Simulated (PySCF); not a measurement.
A structure optimised at PBE-D3(BJ)/def2-SVP, used in a PySCF frequency run:

```xyz
10

Be    -0.0459    -0.5460    -0.3771
C     -0.6425    -1.7280    -1.4183
C     -2.0701    -1.5410    -1.9716
H     -0.5657    -2.7130    -0.8973
H      0.0800    -1.8216    -2.2653
H     -2.1707    -0.5953    -2.5439
H     -2.8260    -1.5032    -1.1597
H     -2.3716    -2.3646    -2.6540
Se     0.7136     0.8992     0.8634
H      0.0514     0.2234     2.0120
```

### Question
Write its SMILES and formula.

### Answer
C[CH2][Be][SeH], C₂H₆BeSe

### Question
What are its rotational constants (standard atomic weights)?

### Answer
23.369, 1.2693, 1.2353 GHz
